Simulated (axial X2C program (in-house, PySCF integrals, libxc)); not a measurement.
**Low determinants of YS at the PBE0 level, 2c**

Computed with an axial X2C code built on PySCF integrals. Two-component (2c) means X2C with spin–orbit coupling and atomic mean-field two-electron Coulomb and Gaunt terms. Basis: Y dyall-cv3z [11s12p9d6f3g], S dyall-av3z [9s8p3d2f] (cores contracted in-house); Gaussian nuclei, density fitting, unrestricted open shells. Masses: Y 88.906 u, S 31.972 u.

Search at 2.240 Å (vertical energies from the lowest determinant):

```tsv
ΔE (eV)	state	electrons beyond evenly filled partner blocks	electrons in ±ω = 1/2, 3/2, 5/2, 7/2
0.00	Ω = 1/2	ω = 1/2	39 14 2 0
1.34	Ω = 3/2	ω = 3/2	38 15 2 0
1.40	Ω = 5/2	ω = 5/2	38 14 3 0
2.44	Ω = 3/2	ω = 3/2	40 13 2 0
3.10	Ω = 5/2	ω = -1/2, 2 × ω = 3/2	39 14 2 0
3.11	Ω = 9/2	ω = 1/2, ω = 3/2, ω = 5/2	39 13 3 0
3.18	Ω = 3/2	ω = 1/2, ω = -3/2, ω = 5/2	39 13 3 0
```

Lowest determinant, Ω = 1/2 (⟨Sz⟩ = 0.50, ⟨Lz⟩ = 0.00 at PBE0): Re = 2.265 Å, ωe = 502.6 cm⁻¹.

The determinant in row 2 of the search, Ω = 3/2 (⟨Sz⟩ = -0.50, ⟨Lz⟩ = 2.00 at PBE0), was followed along the bond at PBE0; measured from the minimum of the lowest determinant it gives:

Te = 1.307 eV (10541 cm⁻¹), Re = 2.307 Å, ωe = 461.2 cm⁻¹.

**Question.** Compare the bond of the determinant in row 2 with that of the lowest one.

**Answer.** At PBE0 its Re is 0.042 Å longer and its force constant, which goes as ωe², is 0.84 times that of the lowest determinant. T0 ≈ Te + Δωe/2 = 10541 + (-21) = 10520 cm⁻¹.

The search compares states at one distance, so a state with another bond length can lie lower; it is not exhaustive and yields mostly the lowest determinant of each block pattern, so other components and higher states of one pattern are missing. These are energies of single determinants, not of spin-adapted states; PBE0 term energies can be off by some tenths of an eV, and the functional has no current term.
